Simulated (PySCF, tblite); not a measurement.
Isomers of [C6H13P2]+ (charge +1). Computed values, GFN2-xTB/tblite, gas phase, harmonic and unscaled. This tight-binding method is rough: wavenumbers can miss measured ones by several per cent, in bad cases by 10 to 20. Modes of hydrogen on phosphorus can be 10 to 20 % off. One conformer each.

Electronic energies: PBE0/pcSseg-1 single points on the GFN2-xTB geometries (PySCF, gas phase).

```
             SMILES  electronic energy, lowest = 0 (kcal/mol)
CC1=CC[P@+](C)(P)C1                                       0.0
   C#CC[P+](C)(C)CP                                      40.6
   C#C[P+](C)(C)CCP                                      47.1
C=C[P@H+](/C=C\C)CP                                      43.5
```

Task: How do GFN2-xTB zero-point energies change the relative energies?

Result: 
| SMILES | ZPE (kcal/mol) | of it from modes above 1550 cm⁻¹ | electronic (kcal/mol) | with ZPE, lowest = 0 (kcal/mol) | lowest mode (cm⁻¹) | rings |
| --- | --- | --- | --- | --- | --- | --- |
| CC1=CC[P@+](C)(P)C1 | 105.6 | 56.1 | 0.0 | 0.0 | 24 | 1 |
| C#CC[P+](C)(C)CP | 102.6 | 57.3 | 40.6 | 37.6 | 41 | 0 |
| C=C[P@H+](/C=C\C)CP | 103.2 | 57.9 | 43.5 | 41.1 | 4i | 0 |
| C#C[P+](C)(C)CCP | 103.4 | 57.1 | 47.1 | 44.9 | 52 | 0 |

The zero-point energies span 3.0 kcal/mol, from `C#CC[P+](C)(C)CP` to `CC1=CC[P@+](C)(P)C1`. Slightly imaginary modes are left out of the zero-point energy: `C=C[P@H+](/C=C\C)CP` 3.5i cm⁻¹. The order is unchanged.

Task: And how do the electronic energies of GFN2-xTB itself compare?

Result: `CC1=CC[P@+](C)(P)C1` 0.0; `C#CC[P+](C)(C)CP` 44.1; `C=C[P@H+](/C=C\C)CP` 50.3; `C#C[P+](C)(C)CCP` 49.7 kcal/mol, lowest = 0. Against the energies above, taken from the same isomer `CC1=CC[P@+](C)(P)C1`, the largest difference is 6.8 kcal/mol.
